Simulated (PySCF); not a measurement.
Field gradients at the hydrogen positions

Compound: C4H7FO3.
Structure used (GFN2-xTB), in Å, numbered top down from 1:
```
atom  x, y, z in Å
C1     2.2208    0.3424    0.1218
O2     1.1058   -0.5085   -0.0637
C3     0.0841    0.0656   -0.7911
O4    -0.5953    1.0915   -0.1031
C5    -1.7243    0.4942    0.4696
O6    -2.1672   -0.4462   -0.4836
C7    -1.0340   -0.9970   -1.0294
F8    -0.7076   -2.1654   -0.3946
H9     2.9348   -0.2289    0.7094
H10    2.6623    0.6149   -0.8432
H11    1.9334    1.2512    0.6570
H12    0.4570    0.5039   -1.7316
H13   -1.4721   -0.0070    1.4189
H14   -2.4988    1.2481    0.6169
H15   -1.2033   -1.2509   -2.0808
```

Level: PBE0/pcSseg-1 (PySCF, non-relativistic); Q(2H) = 0.00286 b; rigid geometry, the same for H and D, with no vibrational averaging.

Question: Rank these positions by the coupling χzz of a deuteron there, largest first.
A. H15 (methine hydrogen)
B. H14 (methylene hydrogen)
C. H9 (methyl hydrogen)
D. H13 (methylene hydrogen)

Answer: C (207 kHz), B (196 kHz), A (189 kHz), D (180 kHz).

Question: Give the electric field gradient Vzz (the principal value of largest size), its asymmetry and the 2H coupling at each hydrogen.

Answer: 
```csv
atom,bonded to,bond length (Å),Vzz (au),η,χzz (kHz)
H9,C1,1.087,0.3080,0.07,207
H10,C1,1.096,0.2919,0.09,196
H11,C1,1.093,0.2930,0.07,197
H12,C3,1.103,0.2703,0.03,182
H13,C5,1.103,0.2683,0.02,180
H14,C5,1.091,0.2918,0.04,196
H15,C7,1.095,0.2818,0.03,189
```

Question: How does χzz go with the bond length over the 7 C–H bonds?

Answer: A straight-line fit has a slope of -15.5 kHz for each 0.01 Å, with a correlation coefficient of -0.95, over lengths from 1.087 to 1.103 Å. The longer bonds have the smaller couplings here.

Question: A static deuteron (I = 1) shows a doublet split by (3/2)χ, (3/4)χ(1 + η) and (3/4)χ(1 − η) with the field along z, y and x of the gradient. What are these for H14?

Answer: With |χ| = 196.1 kHz and η = 0.042: 294, 153 and 141 kHz, to first order and without motion.

Isolated species at its GFN2-xTB geometry (one conformer only). GFN2-xTB bond lengths can be off by several hundredths of an ångström, more for odd bonds, and the gradients follow them. A larger basis could move these couplings by a tenth or more.
